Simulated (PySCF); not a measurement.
# Mo⁺: excitation energy

Mo⁺ [Kr] 4d5 (6S) → Mo⁺ [Kr] 4d4 5s1 (6D), as a difference of total energies. All numbers are calculated (PySCF 2.14, scalar relativity through the core potential, in def2-TZVPPD with the def2 core potential (28 electrons) (6s4p3d2f1g, 56 functions)). Correlated levels: valence: 4s2 4p6 frozen; valence and next inner shell: nothing frozen outside the core potential. The calculations carry no spin-orbit coupling.

| method | excitation energy (eV) |
| --- | --- |
| UHF | 1.402 |
| LDA | 1.324 |
| PBE | 1.378 |
| PBE0 | 1.511 |
| r2SCAN | 1.301 |
| BP86 | 1.313 |
| wB97M-V | 1.557 |
| B3LYP | 1.353 |
| CAM-B3LYP | 1.425 |
| MP2 (valence) | 1.598 |
| SCS-MP2 (valence) | 1.467 |
| MP2 (valence and next inner shell) | 1.510 |
| SCS-MP2 (valence and next inner shell) | 1.437 |

Problem. How much does correlation contribute at MP2 (valence and next inner shell)?

Solution. 1.510 − (1.402) = 0.108 eV, measured against UHF.

Errors of the correlated levels include the incompleteness of this basis and the frozen core.

For comparison: 1.587 eV (measured; NIST levels, between the centres of gravity of the two terms).
